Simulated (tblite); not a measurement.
Compound: C4H10NOSi2 (doublet state).
Structure used (GFN2-xTB), in Å, numbered top down from 1:
```
atom  x, y, z in Å
C1     3.3566   -0.0358   -0.3837
C2     2.3247    0.3177   -1.1011
O3     1.0440    0.5478   -0.8945
C4     0.1518   -0.3608   -0.3734
C5     0.4939   -1.6086   -0.0438
N6    -1.0802    0.2307   -0.2952
Si7   -2.4596   -0.6890    0.2395
Si8   -1.0439    1.9136   -0.8117
H9     3.3153   -0.1716    0.6980
H10    4.3255   -0.1621   -0.8339
H11    1.5009   -1.9535   -0.1860
H12   -0.2198   -2.2953    0.3626
H13   -2.6481   -1.8229   -0.6692
H14   -3.5876    0.2310    0.1890
H15   -2.2173   -1.1528    1.6087
H16   -2.4225    2.3550   -0.6109
H17   -0.6961    1.9917   -2.2279
H18   -0.1463    2.6711    0.0570
```

Computed geometry: GFN2-xTB, gas phase. This method treats the open shell by occupation alone, without spin polarisation.

Take the most abundant isotopes and a rigid rotor. The values belong to one conformer with, in the numbering `[CH2:1]=[C:2][O:3][C:4](=[CH2:5])[N:6]([SiH3:7])[SiH3:8]`, C1–C2–O3–C4 -58°, C2–O3–C4–C5 -2°, O3–C4–N6–Si7 176°.

(1) What are A, B and C (MHz)?

(2) Classify the top.

(3) What does the inertial defect say?

(4) Give the other two planar moments, Paa and Pbb, and the rms extents of the mass along the axes.

(5) Estimate the classical rotational partition function at 50 K, 100 K and 500 K.

Results:

(1) Ia = 211.10, Ib = 516.56, Ic = 703.81 u·Å²; 505379 MHz·u·Å²/I gives A = 2394, B = 978.4, C = 718.1 MHz.

(2) An asymmetric top: κ = (2 × 978.4 − 2394 − 718.1)/(2394 − 718.1) = -0.69.

(3) Not planar: Δ = Ic − Ia − Ib = -23.86 u·Å². For a rigid frame Δ = −2 Σ m c², so Σ m c² = 11.93 u·Å² lies off the ab plane: 7.91 from hydrogen and 4.02 from heavier atoms. The atom farthest from that plane is 1.36 Å away.

(4) Paa = Σ m a² = (Ib + Ic − Ia)/2 = 504.63 and Pbb = Σ m b² = (Ia + Ic − Ib)/2 = 199.17 u·Å². With the mass M = 144.03 u, the rms extents √(P/M) along a, b and c are 1.87, 1.18, 0.29 Å.

(5) Point group C1, symmetry number σ = 1; q = (√π/σ)·√((kT/h)³/(ABC)), k/h = 20836.6 MHz/K: 46000 at 50 K, 130000 at 100 K, 1450000 at 500 K.

For this open shell read J as N, the rotation without spin; fine and hyperfine splittings come on top. Its GFN2-xTB frequencies are all real (lowest 36 cm⁻¹). Zero-point vibration and centrifugal distortion are left out.
